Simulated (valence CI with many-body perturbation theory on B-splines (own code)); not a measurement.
**E1 line list for Re⁶⁷⁺**

Calculated by configuration interaction combined with many-body perturbation theory (CI+MBPT): six valence electrons over a frozen Dirac-Fock core [He], a basis of 9 s, 9 p, 8 d, 6 f, 3 g, 1 h functions for each j, with the one-electron correlation potential Σ1, the two-electron term Σ2, the three-electron term Σ3, Breit, model QED; selected CI, second order for the rest, scaled by the run's own slope (own B-spline code, finite nucleus).

No measured spectrum was set against this ion. As an estimate, large intervals hold to a few tenths of a per cent, small ones and those within an open d or f shell to about a per cent. Among the levels kept, up to 2100 cm⁻¹ of a level comes from second order outside the variational space, and about a tenth of that is noise between levels of different J, which matters for small intervals.

Lines 1 to 50 of 207 in falling wavelength, among levels below 10965 eV, chosen from the strongest by gf and those to the six lowest levels. Wavelengths and rates use the calculated energies. Electric multipoles are in the length gauge with retardation, E1 and E2 with the static RPA response of the core. Weak lines are less certain than strong ones. Lines between different terms over intervals too small for the method are left out, as are lines whose strength nearly cancels. The highest levels of a list are the least certain.

Levels are named by their leading jj configuration (3d3/2^4 stands for four electrons in 3d with j = 3/2), which in mixed levels can hold well under half, so a name can repeat and another be missing. Letters in brackets count levels of one name in rising energy.

| λ vac (nm) | Upper | Lower | A (s⁻¹) | S (a.u.) |
| --- | --- | --- | --- | --- |
| 12.17 | (2s 2p1/2^2 2p3/2^2 3p1/2) J=2 [a] | (2s 2p1/2^2 2p3/2^2 3s) J=2 [a] | 1.99e+09 | 8.84e-03 |
| 12.03 | (2s 2p1/2^2 2p3/2^2 3p1/2) J=3 | (2s 2p1/2^2 2p3/2^2 3s) J=2 [a] | 5.46e+09 | 3.28e-02 |
| 11.81 | (2s^2 2p1/2 2p3/2^2 3p1/2) J=2 [a] | (2s^2 2p1/2 2p3/2^2 3s) J=3 | 1.86e+09 | 7.57e-03 |
| 10.99 | (2s^2 2p1/2 2p3/2^2 3p1/2) J=3 | (2s^2 2p1/2 2p3/2^2 3s) J=2 [b] | 7.20e+09 | 3.30e-02 |
| 10.81 | (2s 2p1/2^2 2p3/2^2 3p1/2) J=1 [a] | (2s 2p1/2^2 2p3/2^2 3s) J=2 [b] | 7.10e+09 | 1.33e-02 |
| 10.80 | (2s 2p1/2^2 2p3/2^2 3p1/2) J=1 [b] | (2s 2p1/2^2 2p3/2^2 3s) J=2 [b] | 4.17e+09 | 7.78e-03 |
| 10.74 | (2s^2 2p1/2^2 2p3/2 3p1/2) J=1 | (2s^2 2p1/2^2 2p3/2 3s) J=1 | 2.56e+09 | 4.70e-03 |
| 10.65 | (2s^2 2p1/2 2p3/2^2 3p1/2) J=1 [b] | (2s^2 2p1/2 2p3/2^2 3s) J=1 [b] | 9.62e+09 | 1.72e-02 |
| 10.62 | (2s^2 2p1/2^2 2p3/2 3p1/2) J=2 | (2s^2 2p1/2^2 2p3/2 3s) J=1 | 7.36e+09 | 2.17e-02 |
| 10.61 | (2s 2p1/2^2 2p3/2^2 3p1/2) J=2 [b] | (2s 2p1/2^2 2p3/2^2 3s) J=2 [b] | 7.20e+09 | 2.12e-02 |
| 10.58 | (2s^2 2p1/2 2p3/2^2 3p1/2) J=2 [a] | (2s^2 2p1/2 2p3/2^2 3s) J=1 [a] | 5.64e+09 | 1.65e-02 |
| 10.34 | (2s^2 2p1/2 2p3/2^2 3p1/2) J=1 [b] | (2s^2 2p1/2 2p3/2^2 3s) J=0 | 5.35e+09 | 8.77e-03 |
| 10.20 | (2s^2 2p1/2 2p3/2^2 3p1/2) J=1 [a] | (2s^2 2p1/2 2p3/2^2 3s) J=2 [a] | 1.36e+10 | 2.14e-02 |
| 10.18 | (2s^2 2p1/2 2p3/2^2 3p1/2) J=3 | (2s^2 2p1/2 2p3/2^2 3s) J=3 | 7.47e+09 | 2.72e-02 |
| 9.996 | (2s 2p1/2^2 2p3/2^2 3p1/2) J=2 [b] | (2s 2p1/2^2 2p3/2^2 3s) J=1 [b] | 8.91e+09 | 2.19e-02 |
| 9.945 | (2s^2 2p1/2^2 2p3/2 3p1/2) J=1 | (2s^2 2p1/2^2 2p3/2 3s) J=2 | 1.51e+10 | 2.20e-02 |
| 9.837 | (2s^2 2p1/2^2 2p3/2 3p1/2) J=2 | (2s^2 2p1/2^2 2p3/2 3s) J=2 | 9.81e+09 | 2.31e-02 |
| 9.621 | (2s 2p1/2^2 2p3/2^2 3p1/2) J=1 [a] | (2s 2p1/2^2 2p3/2^2 3s) J=1 [a] | 5.43e+09 | 7.16e-03 |
| 9.615 | (2s 2p1/2^2 2p3/2^2 3p1/2) J=1 [b] | (2s 2p1/2^2 2p3/2^2 3s) J=1 [a] | 8.68e+09 | 1.14e-02 |
| 9.567 | (2s^2 2p1/2 2p3/2^2 3p1/2) J=2 [a] | (2s^2 2p1/2 2p3/2^2 3s) J=2 [a] | 8.52e+09 | 1.84e-02 |
| 9.554 | (2s 2p1/2^2 2p3/2^2 3p1/2) J=0 | (2s 2p1/2^2 2p3/2^2 3s) J=1 [a] | 2.06e+10 | 8.86e-03 |
| 9.440 | (2s^2 2p1/2^2 2p3/2 3d3/2) J=3 | (2s^2 2p1/2^2 2p3/2 3p3/2) J=3 | 3.16e+09 | 9.18e-03 |
| 9.328 | (2s 2p1/2^2 2p3/2^2 3p1/2) J=2 [a] | (2s 2p1/2^2 2p3/2^2 3s) J=3 | 1.78e+10 | 3.56e-02 |
| 9.240 | (2s 2p1/2^2 2p3/2^2 3p1/2) J=3 | (2s 2p1/2^2 2p3/2^2 3s) J=3 | 1.10e+10 | 3.00e-02 |
| 8.058 | (2s^2 2p1/2 2p3/2^2 3p1/2) J=2 [b] | (2s^2 2p1/2 2p3/2^2 3s) J=2 [b] | 7.35e+09 | 9.49e-03 |
| 7.612 | (2s^2 2p1/2 2p3/2^2 3p1/2) J=2 [b] | (2s^2 2p1/2 2p3/2^2 3s) J=3 | 2.61e+10 | 2.84e-02 |
| 7.488 | (2s^2 2p1/2 2p3/2^2 3p1/2) J=0 | (2s^2 2p1/2 2p3/2^2 3s) J=1 [b] | 4.66e+10 | 9.65e-03 |
| 7.084 | (2s^2 2p1/2 2p3/2^2 3p1/2) J=2 [b] | (2s^2 2p1/2 2p3/2^2 3s) J=1 [a] | 6.70e+09 | 5.88e-03 |
| 6.614 | (2s^2 2p1/2 2p3/2^2 3p1/2) J=2 [b] | (2s^2 2p1/2 2p3/2^2 3s) J=2 [a] | 6.15e+09 | 4.39e-03 |
| 5.815 | (2s^2 2p1/2^2 2p3/2 3d5/2) J=2 | (2s^2 2p1/2^2 2p3/2 3p3/2) J=2 | 3.04e+10 | 1.47e-02 |
| 5.753 | (2s^2 2p1/2^2 2p3/2 3d5/2) J=1 | (2s^2 2p1/2^2 2p3/2 3p3/2) J=0 | 4.47e+10 | 1.26e-02 |
| 5.408 | (2s^2 2p1/2^2 2p3/2 3d5/2) J=3 | (2s^2 2p1/2^2 2p3/2 3p3/2) J=2 | 8.74e+10 | 4.78e-02 |
| 5.362 | (2s^2 2p1/2^2 2p3/2 3d5/2) J=4 | (2s^2 2p1/2^2 2p3/2 3p3/2) J=3 | 1.08e+11 | 7.43e-02 |
| 5.109 | (2s^2 2p1/2^2 2p3/2 3d5/2) J=2 | (2s^2 2p1/2^2 2p3/2 3p3/2) J=1 | 7.65e+10 | 2.52e-02 |
| 4.783 | (2s^2 2p1/2^2 2p3/2 3d5/2) J=3 | (2s^2 2p1/2^2 2p3/2 3p3/2) J=3 | 2.53e+10 | 9.57e-03 |
| 4.561 | (2s^2 2p1/2^2 2p3/2 3d5/2) J=1 | (2s^2 2p1/2^2 2p3/2 3p3/2) J=1 | 8.02e+10 | 1.13e-02 |
| 4.100 | (2s 2p1/2^2 2p3/2^2 3p1/2) J=3 | (2s^2 2p1/2 2p3/2^2 3p1/2) J=2 [b] | 7.48e+09 | 1.78e-03 |
| 3.744 | (2s 2p1/2^2 2p3/2^2 3s) J=3 | (2s^2 2p1/2 2p3/2^2 3s) J=3 | 1.26e+10 | 2.28e-03 |
| 3.609 | (2s 2p1/2^2 2p3/2^2 3p1/2) J=3 | (2s^2 2p1/2 2p3/2^2 3p1/2) J=3 | 1.56e+10 | 2.53e-03 |
| 3.486 | (2s 2p1/2^2 2p3/2^2 3s) J=3 | (2s^2 2p1/2 2p3/2^2 3s) J=2 [a] | 9.47e+09 | 1.39e-03 |
| 3.453 | (2s 2p1/2^2 2p3/2^2 3p1/2) J=2 [a] | (2s^2 2p1/2 2p3/2^2 3p1/2) J=2 [a] | 2.00e+10 | 2.04e-03 |
| 3.441 | (2s 2p1/2^2 2p3/2^2 3p1/2) J=3 | (2s^2 2p1/2 2p3/2^2 3p1/2) J=2 [a] | 1.44e+10 | 2.02e-03 |
| 3.377 | (2s 2p1/2^2 2p3/2^2 3p1/2) J=2 [a] | (2s^2 2p1/2 2p3/2^2 3p1/2) J=1 [a] | 3.22e+10 | 3.06e-03 |
| 3.312 | (2s 2p1/2^2 2p3/2^2 3s) J=2 [a] | (2s^2 2p1/2 2p3/2^2 3s) J=1 [a] | 1.93e+10 | 1.73e-03 |
| 3.220 | (2s 2p1/2^2 2p3/2^2 3s) J=1 [a] | (2s^2 2p1/2 2p3/2^2 3s) J=1 [b] | 2.51e+10 | 1.24e-03 |
| 3.122 | (2s 2p1/2^2 2p3/2^3) J=2 | (2s^2 2p1/2 2p3/2^3) J=2 | 4.14e+10 | 3.11e-03 |
| 3.112 | (2s 2p1/2^2 2p3/2^2 3p1/2) J=0 | (2s^2 2p1/2 2p3/2^2 3p1/2) J=1 [b] | 1.06e+11 | 1.58e-03 |
| 2.981 | (2s 2p1/2^2 2p3/2^3) J=2 | (2s^2 2p1/2 2p3/2^3) J=1 | 4.97e+10 | 3.25e-03 |
| 2.941 | (2s 2p1/2 2p3/2^4) J=1 | (2s^2 2p3/2^4) J=0 | 5.85e+10 | 2.20e-03 |
| 2.740 | (2s 2p1/2^2 2p3/2^2 3p1/2) J=2 [b] | (2s^2 2p1/2 2p3/2^2 3p1/2) J=3 | 7.79e+10 | 3.95e-03 |
